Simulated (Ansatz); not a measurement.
Geometry optimisation, Ansatz 0.2.0, RKS PBE0-D4/def2-SVP.

input.yaml

```yaml
crystal:
  periodic: [false, false, false]
  atoms:
    - { symbol: "N", position_ang: [0.362, 2.2016, 0.7694] }
    - { symbol: C, position_ang: [0.4912, 0.8114, 0.9767] }
    - { symbol: C, position_ang: [0.2159, -0.0086, -0.3071] }
    - { symbol: Si, position_ang: [0.9453, -1.7795, -0.1512] }
    - { symbol: Si, position_ang: [-1.5435, -0.2779, -0.7913] }
    - { symbol: H, position_ang: [1.22708, 2.73953, 0.85504] }
    - { symbol: H, position_ang: [-0.2395, 2.64561, 1.50991] }
    - { symbol: H, position_ang: [-0.1183, 0.5154, 1.7953] }
    - { symbol: H, position_ang: [1.529, 0.6922, 1.3708] }
    - { symbol: H, position_ang: [0.7833, 0.45, -1.1119] }
    - { symbol: H, position_ang: [0.6962, -2.5294, -1.404] }
    - { symbol: H, position_ang: [0.2015, -2.5015, 0.9705] }
    - { symbol: H, position_ang: [2.2727, -1.7351, 0.15] }
    - { symbol: H, position_ang: [-1.6919, -1.0004, -2.0375] }
    - { symbol: H, position_ang: [-2.1835, 1.0413, -0.9686] }
    - { symbol: H, position_ang: [-2.2929, -0.9418, 0.312] }
basis:
  gaussian: { orbitals: def2-SVP }
hamiltonian:
  xc: pbe0
  dispersion: d4
relax:
  f_tol: 0.015
  max_steps: 40
output:
  orbitals: {}
```

Run as:

```bash
$ ansatz run input.yaml --threads 2 --pin off --max-ram 3072MiB --backend cpu --events-out ev --progress --plain --runs-dir out
```

Question: Where does it end, and by what steps?

Answer: The run converged. After 14 steps the energy has fallen by 0.749 eV; H6 moved furthest, 1.12 Å.

| step | energy less start (eV) | largest force component (eV/Å) | accepted |
| --- | --- | --- | --- |
| 0 | 0.0000 | 3.362 | yes |
| 1 | -0.5091 | 1.515 | yes |
| 2 | -0.5840 | 0.148 | yes |
| 3 | -0.6103 | 0.176 | yes |
| 4 | -0.6240 | 0.835 | yes |
| 5 | -0.6538 | 0.579 | yes |
| 6 | -0.7114 | 0.179 | yes |
| 7 | -0.7405 | 0.064 | yes |
| 8 | -0.7431 | 0.050 | yes |
| 9 | -0.7412 | 0.189 | no |
| 10 | -0.7422 | 0.186 | no |
| 11 | -0.7462 | 0.024 | yes |
| 12 | -0.7483 | 0.033 | yes |
| 13 | -0.7486 | 0.023 | yes |
| 14 | -0.7488 | 0.006 | yes |

```xyz
16
Properties=species:S:1:pos:R:3
N -0.138 1.984 0.955
C 0.601 0.738 1.009
C 0.357 -0.071 -0.269
Si 0.959 -1.854 -0.148
Si -1.485 0.033 -0.730
H 0.272 2.622 0.275
H -0.140 2.463 1.852
H 0.219 0.167 1.874
H 1.692 0.858 1.180
H 0.914 0.383 -1.112
H 0.919 -2.515 -1.487
H 0.097 -2.627 0.801
H 2.366 -1.902 0.366
H -1.786 -1.083 -1.689
H -1.856 1.303 -1.421
H -2.334 -0.177 0.481
```

Whether the end is a true minimum wasn't checked by a vibrational analysis.

Time of the run: 98 s on 2 threads of Intel(R) Xeon(R) Platinum 8488C (Sapphire Rapids) (shared host), peak memory 0.36 GiB.
